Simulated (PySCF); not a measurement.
W(OH)3 (H3O3W), SMILES [OH][W]([OH])[OH] (connectivity only; charge and spin as stated), neutral, multiplicity 4.

The structure is a stationary point at B3LYP-D3(BJ)/def2-SVP. The spin state was assumed, not searched. The def2 effective core potentials stand for the cores of W; spin–orbit coupling is left out. The values are those of a single conformer.

All values below come from TDA-PBE0/def2-SVPD (PySCF).

Vertical excitations. The molecule is in vacuum.

Computed UV-visible absorptions:
```
state    energy (eV)  λ (nm)      f                                                                          main pairs
-------  -----------  ------  -----  ----------------------------------------------------------------------------------
root 1          2.96     419  0.003                        α HOMO→LUMO+1 54 %, α HOMO−1→LUMO+2 24 %, α HOMO−1→LUMO 13 %
root 2          2.96     418  0.000       α HOMO−1→LUMO+1 52 %, α HOMO→LUMO+2 25 %, α HOMO→LUMO 13 %, α HOMO→LUMO+3 9 %
root 3          3.23     383  0.000  α HOMO→LUMO+1 43 %, α HOMO−1→LUMO 23 %, α HOMO−1→LUMO+2 19 %, α HOMO−1→LUMO+3 13 %
root 4          3.25     381  0.000                          α HOMO−1→LUMO+1 46 %, α HOMO→LUMO+2 38 %, α HOMO→LUMO 10 %
root 5          3.96     313  0.002                                                α HOMO→LUMO 72 %, α HOMO→LUMO+2 25 %
root 6          4.02     308  0.006                                            α HOMO−1→LUMO 55 %, α HOMO−1→LUMO+2 41 %
root 7          4.17     298  0.008                                          α HOMO−1→LUMO+3 77 %, α HOMO−1→LUMO+2 14 %
root 8          4.20     295  0.012                                                                  α HOMO→LUMO+3 80 %
root 9          4.30     288  0.001                                                                α HOMO−2→LUMO+1 97 %
root 10         4.33     286  0.005                      α HOMO−2→LUMO+2 54 %, α HOMO−2→LUMO 27 %, α HOMO−2→LUMO+3 18 %
```
Unrestricted roots are not spin-pure.
